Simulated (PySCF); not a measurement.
Gas-phase reaction: 3 GeSe + 3 C4H10 (isobutane) ⇌ 3 Se(CH3)2 + 3 GeH2 + C6H6

Energies from PySCF (xtb for GFN2), thermal terms from the rigid-rotor harmonic-oscillator model, ideal gas at 1 bar. † marks an energy on the PBE0/def2-TZVP geometry and frequencies; other levels use their own. MP2 freezes the core. 6-31G* has spherical d functions here. All species are closed-shell singlets. B3LYP is the form with VWN-RPA correlation. Ge, Se: all electrons, no relativistic terms. GeH2: computed as isolated molecules; such fragments, hydroxides, amides, oligomers or adducts are transient or little studied in the gas. MP2 isn't extrapolated to the basis-set limit; its ΔH°(298 K) is 950.5 kJ in def2-SVP and 846.0 kJ in def2-TZVPP. The harmonic model lacks anharmonicity and excited electronic states, which grow with temperature; levels with a mode under 35 cm⁻¹ are left out. Internal rotation in C4H10 (isobutane), Se(CH3)2 is treated as a harmonic vibration of one conformer, which makes the entropy rough.

```csv
level,"ΔE electronic, kJ","ΔH°(298 K), kJ","ΔS°(298 K), J/K","ΔG°(1800 K), kJ"
B3LYP/6-31G*,940,842,212,422
GFN2-xTB,932,805,213,361
HF/6-31G*,895,795,208,383
HF/def2-TZVP†,845,750,208,341
MP2/def2-SVP†,1045,951,208,541
PBE/def2-SVP,933,840,212,426
PBE/def2-TZVP†,903,809,208,399
PBE0/def2-SVP†,948,854,208,444
ωB97M-V/def2-TZVP†,882,787,208,377
ωB97X-V/def2-TZVP†,876,781,208,372
```
ΔH° is lowest at HF/def2-TZVP† and highest at MP2/def2-SVP†. No reference value is set beside these.
